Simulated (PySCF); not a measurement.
Compound: C3H7ClO2S.
Cartesian coordinates in Å at the GFN2-xTB level; atoms count from 1:
```xyz
14
C3H7ClO2S angstrom
C      1.5209    0.6606    0.4313
C      0.7169    0.1033   -0.7371
C     -0.2698   -0.9508   -0.2951
S     -1.6888   -0.1698    0.5015
O     -2.6597   -1.1630    0.8293
O     -1.3160    0.7734    1.5042
Cl    -2.4668    0.9075   -1.0496
H      2.1103   -0.1251    0.8991
H      0.8592    1.0910    1.1764
H      2.2002    1.4335    0.0820
H      0.1687    0.9091   -1.2288
H      1.3975   -0.3308   -1.4745
H      0.1336   -1.6268    0.4539
H     -0.7068   -1.5124   -1.1146
```

Level of theory: PySCF, TDDFT B3LYP/def2-SVPD, vertical, gas phase, core orbitals frozen in the response.

Transition dipole moments from the ground state, in atomic units and in the frame of the coordinates above (overall signs are arbitrary), for the states with f of 0.002 or more among the lowest 7:

| state | E (eV) | μx | μy | μz |
| --- | --- | --- | --- | --- |
| S1 | 5.689 | -0.035 | -0.169 | -0.012 |
| S2 | 6.170 | -0.371 | 0.252 | -0.261 |
| S3 | 6.302 | -0.080 | -0.160 | -0.015 |
| S4 | 6.489 | -0.298 | 0.147 | 0.014 |
| S5 | 7.270 | -0.111 | -0.199 | 0.152 |
| S6 | 7.583 | 0.236 | -0.222 | 0.484 |
| S7 | 7.691 | -0.149 | 0.178 | -0.119 |

(1) What oscillator strength does each state have?

(2) Which bond between heavy atoms lies closest to the direction of the S6 transition dipole?

(3) What angle do the transition dipoles of S5 and S6 make?

Results:

(1) f = (2/3) ΔE |μ|² with ΔE in hartree (27.2114 eV).

```csv
state,|μ|² (au),|μ| (D),f
S1,0.030,0.44,0.004
S2,0.269,1.32,0.041
S3,0.032,0.46,0.005
S4,0.111,0.85,0.018
S5,0.075,0.69,0.013
S6,0.340,1.48,0.063
S7,0.068,0.66,0.013
```

(2) S4–Cl7, at 10° from it; next C1–C2 at 45°.

(3) |cos θ| = |μa·μb| / (|μa| |μb|) = 0.57, so θ ≈ 55° (taken between 0 and 90°, since the signs are arbitrary).

One conformer stands for the species.
